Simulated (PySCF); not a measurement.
Molfile (atoms numbered from 1):
```
C4H12Si2
     RDKit          3D

 18 17  0  0  0  0  0  0  0  0999 V2000
    3.5748    0.3252   -0.6656 C   0  0  0  0  0  0  0  0  0  0  0  0
    2.5965    0.7269    0.1296 C   0  0  0  0  0  0  0  0  0  0  0  0
    1.2117   -0.3707    0.7788 Si  0  0  0  0  0  4  0  0  0  0  0  0
   -0.4396    0.2344    0.0433 C   0  0  0  0  0  0  0  0  0  0  0  0
   -1.6333   -0.5961    0.5150 C   0  0  0  0  0  0  0  0  0  0  0  0
   -3.2749   -0.0205   -0.2522 Si  0  0  0  0  0  4  0  0  0  0  0  0
    3.6522   -0.6987   -0.9943 H   0  0  0  0  0  0  0  0  0  0  0  0
    4.3448    0.9903   -1.0277 H   0  0  0  0  0  0  0  0  0  0  0  0
    2.5789    1.7700    0.4256 H   0  0  0  0  0  0  0  0  0  0  0  0
    1.1591   -0.2708    2.2456 H   0  0  0  0  0  0  0  0  0  0  0  0
    1.4449   -1.7671    0.3891 H   0  0  0  0  0  0  0  0  0  0  0  0
   -0.6041    1.2803    0.3123 H   0  0  0  0  0  0  0  0  0  0  0  0
   -0.3896    0.2060   -1.0477 H   0  0  0  0  0  0  0  0  0  0  0  0
   -1.6918   -0.5477    1.6043 H   0  0  0  0  0  0  0  0  0  0  0  0
   -1.4596   -1.6457    0.2688 H   0  0  0  0  0  0  0  0  0  0  0  0
   -3.2012   -0.1582   -1.7091 H   0  0  0  0  0  0  0  0  0  0  0  0
   -3.5032    1.3871    0.0847 H   0  0  0  0  0  0  0  0  0  0  0  0
   -4.3744   -0.8386    0.2632 H   0  0  0  0  0  0  0  0  0  0  0  0
  1  2  2  0
  2  3  1  0
  3  4  1  0
  4  5  1  0
  5  6  1  0
  1  7  1  0
  1  8  1  0
  2  9  1  0
  3 10  1  0
  3 11  1  0
  4 12  1  0
  4 13  1  0
  5 14  1  0
  5 15  1  0
  6 16  1  0
  6 17  1  0
  6 18  1  0
M  END
```

Geometry: GFN2-xTB; GIAO absolute shieldings from PySCF, gas phase, non-relativistic, averaged over equivalent atoms.

At PBE0/pcSseg-1 (176 basis functions, 31 s wall time on 1 thread of an Arm Neoverse V1, shared host):
```tsv
atoms	σ (ppm)
C1	44.6
C2	44.9
C4	174.7
C5	181.0
Si3	382.7
Si6	415.7
H9	25.25
H8	25.36
H7	25.50
H10/H11	27.40
H16/H17/H18	27.84
H12/H13	30.91
H14/H15	30.99
```

Estimate the result of repeating the calculation with revPBE/6-31++G**.

Answers


| atoms | σ at revPBE/6-31++G** | change |
| --- | --- | --- |
| C1 | 69.5 | +24.9 |
| C2 | 66.7 | +21.8 |
| C4 | 179.6 | +4.9 |
| C5 | 185.4 | +4.4 |
| Si3 | 420.3 | +37.6 |
| Si6 | 446.9 | +31.2 |
| H9 | 25.24 | -0.01 |
| H8 | 25.49 | +0.13 |
| H7 | 25.70 | +0.20 |
| H10/H11 | 27.56 | +0.16 |
| H16/H17/H18 | 28.00 | +0.16 |
| H12/H13 | 30.84 | -0.07 |
| H14/H15 | 30.91 | -0.08 |

The largest change is at Si3 (silicon bonded to 2 C, 2 H). Cost: 188 basis functions, 55 s wall time on 1 thread of an Arm Neoverse V1, shared host. The order of the carbon signals changes between the two levels.
